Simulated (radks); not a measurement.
Species: the argon ion Ar2+. Configuration: [Ne] 3s2 3p4.

Calculated with a radial shooting solver on a logarithmic mesh with Libxc functionals: scalar-relativistic Kohn-Sham, Wu-Cohen GGA, spin-polarised, spherical densities, finite nucleus; open shells are filled with parallel spins first; Fermi nuclear charge, rms radius 3.4274 fm.

Energy parts (hartree):
| part | energy |
|---|---|
| total | -527.33779 |
| kinetic | 530.15470 |
| electron-nucleus | -1242.35290 |
| Hartree | 214.54870 |
| exchange-correlation | -29.68830 |

Orbitals (lengths in bohr, moments of r in powers of bohr; r(max) is where P^2 peaks):
orbital  occ.  eigenvalue (hartree)   r(max)
1s up       1             -115.7506  0.05610
1s down     1             -115.7329  0.05609
2s up       1             -12.00821   0.3386
2s down     1             -11.99099   0.3387
2p up       3              -9.56114   0.2804
2p down     3              -9.53843   0.2806
3s up       1              -1.89544    1.148
3s down     1              -1.80113    1.148
3p up       3              -1.33912    1.227
3p down     1              -1.24933    1.230
3d up       0              -0.56903    1.461
3d down     0              -0.50053    1.517
4s up       0              -0.49130    3.200

The highest occupied level is 3p down at -33.996 eV. For comparison, the ionisation energy in NIST's Atomic Spectra Database is 40.74 eV (semi-empirical). In exact Kohn-Sham theory the highest level is minus the ionisation energy, but local and semilocal functionals leave it too shallow, through self-interaction and a potential that decays too fast; potentials with the right tail come closer. Summed over all electrons, <r^2> = 15.54 bohr^2, which gives a Langevin (diamagnetic) susceptibility term of -12.3 x 10^-6 cm^3/mol. The electron density at the nucleus is 4351 e/bohr^3 (large components only). Spin moment in Bohr magnetons: 2. The density falls to 0.001 e/bohr^3 at r = 3.18 bohr.
